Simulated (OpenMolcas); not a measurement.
**Rh⁺: input and output**

Input:

```
&GATEWAY
Coord
1

Rh 0.0 0.0 0.0
Basis=ANO-RCC-VDZP
Group=XYZ
NoMove
AngMom=0.0 0.0 0.0
AMFI
&SEWARD
&RASSCF
FileOrb=start.orb
Symmetry=1
Spin=3
nActEl=8 0 0
Inactive=9 9
Ras2=5 0
CIRoot=10 10 1
SDav=10
CIMx=300
Iter=120 100
PrWF=0.3
OrbListing=Nothing
MaxOrb=0
Atom
>>> COPY $Project.JobIph JOB001
&RASSCF
FileOrb=start.orb
Symmetry=1
Spin=1
nActEl=8 0 0
Inactive=9 9
Ras2=5 0
CIRoot=15 15 1
SDav=15
CIMx=300
Iter=120 100
PrWF=0.3
OrbListing=Nothing
MaxOrb=0
Atom
>>> COPY $Project.JobIph JOB002
&RASSI
NrOfJobIphs=2 10 15
1 2 3 4 5 6 7 8 9 10
1 2 3 4 5 6 7 8 9 10 11 12 13 14 15
IphNames
JOB001
JOB002
EJob
SpinOrbit
DIPRint=1.0
SOCoupling=1000.0
Subsets=2
MEES
Property=10
'ANGMOM' 1 'ANGMOM' 2 'ANGMOM' 3 'MLTPL  1' 1 'MLTPL  1' 2 'MLTPL  1' 3
'AMFI' 1 'AMFI' 2 'AMFI' 3 'MLTPL  2' 6
SOProperty=3
'ANGMOM' 1 'ANGMOM' 2 'ANGMOM' 3
```

Launched by
```bash
OMP_NUM_THREADS=1 MOLCAS_MEM=1689 MOLCAS_PROJECT=a pymolcas a.inp > a.log  # once for each step of the input, in one work folder
```

A driver script runs the steps one by one and writes start.orb anew before each from the orbitals found so far.

Output, cut to the results:

```
--- SEWARD ---
Basis set label: RH.ANO-RCC...6S5P3D1F.

      Electronic valence basis set:
      ------------------
      Associated Effective Charge  45.000000 au
      Associated Actual Charge     45.000000 au
      Nuclear Model: Point charge

      Shell  nPrim  nBasis  Cartesian Spherical Contaminant
         s      21       6        X
         p      18       5        X
         d      13       3                 X
         f       6       1                 X
                  Relativistic Douglas-Kroll-Hess integrals:
                    - DKH order of Hamiltonian: 2
                    - DKH order of Properties : 0
                  Atomic mean-field integrals
--- RASSCF ---
Wave function specifications:
      -----------------------------

      Number of closed shell electrons          36
      Number of electrons in active shells       8
      Max number of holes in RAS1 space          0
      Max nr of electrons in RAS3 space          0
      Number of inactive orbitals               18
      Number of active orbitals                  5
      Number of secondary orbitals              20
      Spin quantum number                      1.0
      State symmetry                             1
Orbital specifications:
      -----------------------

      Symmetry species                           1   2
                                                ag  au
      Frozen orbitals                            0   0
      Inactive orbitals                          9   9
      Active orbitals                            5   0
      RAS1 orbitals                              0   0
      RAS2 orbitals                              5   0
      RAS3 orbitals                              0   0
      Secondary orbitals                         7  13
      Deleted orbitals                           0   0
      Number of basis functions                 21  22
      Number of CSFs                            10
      Number of root(s) required                10
      Iter CI   SX   CI       RASSCF       Energy    max ROT     max BLB   max BLB  Level Ln srch  Step   QN
          iter iter root      energy       change     param      element    value   shift minimum  type update
 Nr of preliminary CI iterations:   1
      Total energies have been shifted. Add                -4000.00 au
        1   1    5    0  -780.19687771    0.00E+00   2.17E-02   10  17 1  4.58E-02*  0.00   0.00    SX    NO
        2   1    5    0  -780.19894666   -2.07E-03*  1.26E-02    7  13 2  3.47E-02*  0.00   0.00    SX    NO
        3   1    5    0  -780.19950650   -5.60E-04*  1.04E-02    8  14 2 -2.19E-02*  0.00   0.00    SX    NO
        4   1    5    0  -780.19983645   -3.30E-04*  7.96E-03    7  13 2  1.78E-02*  0.00   0.00    SX    NO
        5   1    5    0  -780.20002807   -1.92E-04*  3.42E-03    7  13 2 -1.36E-02*  0.00   0.56    LS   YES
        6   1    4    0  -780.20032241   -2.94E-04*  6.84E-05   13  20 1  2.33E-04*  0.00   1.02    QN   YES
        7   1    3    0  -780.20032249   -8.61E-08*  2.65E-06    7  13 2  1.63E-05   0.00   1.02    QN   YES
        8   1    3    0  -780.20032249   -3.37E-10   5.21E-07    7  13 2  2.73E-06   0.00   1.17    QN   YES
      Convergence after  8 iterations
        9   1    3    0  -780.20032249   -6.37E-12   5.21E-07    7  10 2 -2.19E-08   0.00   1.17    QN   YES
      Natural orbitals and occupation numbers for root  1
      sym 1:   1.003139   2.000000   1.003139   1.996861   1.996861
      Natural orbitals and occupation numbers for root  2
      sym 1:   1.167225   1.167225   1.832775   2.000000   1.832775
      Natural orbitals and occupation numbers for root  3
      sym 1:   2.000000   1.108228   1.891772   1.108228   1.891772
::    RASSCF root number  1 Total energy:  -4780.21744716
::    RASSCF root number  2 Total energy:  -4780.21744716
::    RASSCF root number  3 Total energy:  -4780.21744716
::    RASSCF root number  4 Total energy:  -4780.21744716
::    RASSCF root number  5 Total energy:  -4780.21744716
::    RASSCF root number  6 Total energy:  -4780.21744716
::    RASSCF root number  7 Total energy:  -4780.21744716
::    RASSCF root number  8 Total energy:  -4780.16036494
::    RASSCF root number  9 Total energy:  -4780.16036494
::    RASSCF root number 10 Total energy:  -4780.16036494
--- RASSCF ---
Wave function specifications:
      -----------------------------

      Number of closed shell electrons          36
      Number of electrons in active shells       8
...
--- RASSI ---
SPIN-FREE ENERGIES:
  (Shifted by EMIN (a.u.) =      -4780.2174471586)

 SF State       Relative EMIN(au)   Rel lowest level(eV)    D:o, cm**(-1)      L_eff

     1             0.0000000000        0.0000000000              0.0000         3.0
     2             0.0000000000        0.0000000000              0.0000         3.0
     3             0.0000000000        0.0000000000              0.0000         3.0
     4             0.0000000000        0.0000000000              0.0000         3.0
     5             0.0000000000        0.0000000000              0.0000         3.0
     6             0.0000000000        0.0000000000              0.0000         3.0
     7             0.0000000000        0.0000000000              0.0000         3.0
    11             0.0488794319        1.3300771002          10727.7953         2.0
    12             0.0488794319        1.3300771002          10727.7953         2.0
    13             0.0488794319        1.3300771002          10727.7953         2.0
    14             0.0488794319        1.3300771002          10727.7953         2.0
    15             0.0488794319        1.3300771002          10727.7953         2.0
    10             0.0570822229        1.5532864152          12528.0998         1.0
     8             0.0570822229        1.5532864152          12528.0998         1.0
     9             0.0570822229        1.5532864152          12528.0998         1.0
    16             0.0754548172        2.0532301740          16560.4182         4.0
    17             0.0754548172        2.0532301740          16560.4182         4.0
    18             0.0754548172        2.0532301740          16560.4182         4.0
    19             0.0754548172        2.0532301740          16560.4182         4.0
    20             0.0754548172        2.0532301740          16560.4182         4.0
    21             0.0754548172        2.0532301740          16560.4182         4.0
...
```

Levels above the lowest, from the spin-orbit matrix, grouped by J:

```
Configuration  Term  J  E (eV)  Measured (eV)  Term weight %  Second
          4d⁸    ³F  4  0.0000         0.0000            100        
          4d⁸    ³F  3  0.2994         0.2977            100        
          4d⁸    ³F  2  0.4691         0.4440             96    4 ¹D
          4d⁸    ¹D  2  1.4439         1.4436             59   37 ³P
          4d⁸    ³P  1  1.8527         1.3037            100        
          4d⁸    ³P  2  1.8685                            62   37 ¹D
          4d⁸    ³P  0  1.8887         1.3342             99        
          4d⁸    ¹G  4  2.2893         1.8418            100        
          4d⁸    ¹S  0  5.3758                            99
```

Against the 6 measured excited levels shown (NIST Handbook of Basic Atomic Spectroscopic Data) the mean absolute deviation is 2100 cm-1; the largest miss in energy is 4d⁸ ³P₀: computed 1.8887, measured 1.3342 eV (+41.6 %).

Configurations with an s electron lie low at this charge and mix in, so terms can be misplaced. Without dynamic correlation excited terms often stand tens of per cent too high (terms of higher spin than the ground term too low), and those without a measured partner can miss by more than the paired ones. Measured partners are found by configuration, term and J. A level has none where our copy of the source lacks it or the pairing is in doubt (some pairs that miss far off the trend of their configuration count as doubtful), and it then counts in no deviation. Levels of configurations outside the active space are missing.

The RASSCF and RASSI steps took 9.7 s on 1 thread of Intel(R) Xeon(R) Platinum 8259CL CPU @ 2.50GHz (Skylake/Cascade Lake), on a shared host; the integral step is not counted.

The term weight is that of the spin-free term in the level, not the purity of its configuration.
